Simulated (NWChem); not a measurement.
C4H5NO; SMILES C=C1C=NCO1

```xyz
11

C      0.0442    -2.1214     0.0000
C      0.0231    -0.7680     0.0000
C      1.1510     0.1755     0.0000
N      0.7707     1.4087     0.0000
C     -0.6682     1.3802     0.0000
O     -1.1062     0.0029     0.0000
H      1.0104    -2.6418     0.0000
H     -0.8826    -2.7102     0.0000
H      2.2130    -0.1222     0.0000
H     -1.0732     1.8949    -0.9020
H     -1.0732     1.8949     0.9020
```
Atoms are numbered in this order, from 1.

All runs: NWChem. Pople sets run with spherical d functions. Coordinates come from a PBE-D3(BJ)/def2-SVP optimisation. Vzz is the largest principal value of the second derivative of the potential at the nucleus (NWChem prints the opposite sign); η is the asymmetry. Non-relativistic.

```json
[
 {"level": "Hartree-Fock/6-31G*", "Vzz N4 (a.u.)": "-0.996", "η N4": "0.43", "Vzz O6 (a.u.)": "1.768", "η O6": "0.91"},
 {"level": "Hartree-Fock/cc-pVTZ", "Vzz N4 (a.u.)": "-1.075", "η N4": "0.49", "Vzz O6 (a.u.)": "1.834", "η O6": "0.87"},
 {"level": "CAM-B3LYP/def2-SVP", "Vzz N4 (a.u.)": "…", "η N4": "…", "Vzz O6 (a.u.)": "…", "η O6": "…"}
]
```

Task: What belongs in the gaps?

Result: 
- CAM-B3LYP/def2-SVP, Vzz N4 (a.u.): -0.945
- CAM-B3LYP/def2-SVP, η N4: 0.33
- CAM-B3LYP/def2-SVP, Vzz O6 (a.u.): 1.685
- CAM-B3LYP/def2-SVP, η O6: 0.81
